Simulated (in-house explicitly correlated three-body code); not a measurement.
Computed with an exponentially correlated three-body code. Model: two electrons around a point charge, non-relativistic, variational in 260 exponentially correlated functions (energies converged to about 1e-7 hartree, or 1e-8 relative for large Z).

Command:
```bash
python run_hyl.py task.json out
```
Settings (lengths in bohr, energies in hartree):
```
Z                      5
screening              5
interaction_strength   1
functions              260
states_tried           1
```

Run time, properties included: 5 s on 1 thread of Intel(R) Xeon(R) 6975P-C (Granite Rapids) (shared host).

**Ground state only, binding against the one-electron ion.**

Given: nuclear charge 5; Yukawa screening of all interactions 5 1/bohr.

Computed: one-electron threshold -0.25714475 hartree.

```
term  energy (hartree)  binding (eV)
1 1S      -0.407355611        4.0874
```

**Converged states only, values per electron or pair (inverse distances are <exp(-kr)/r>).**

| term | mean r (bohr) | mean r squared (bohr²) | mean inverse r (1/bohr) | mean r12 (bohr) | mean inverse r12 (1/bohr) | mean cosine | mean p1 dot p2 (bohr⁻²) | delta r1 (bohr⁻³) | delta r12 (bohr⁻³) |
| --- | --- | --- | --- | --- | --- | --- | --- | --- | --- |
| 1 1S | 1.0713 | 1.9869 | 0.53476 | 1.6669 | 0.081415 | -0.0075007 | 0.031254 | 7.5037 | 0.24499 |
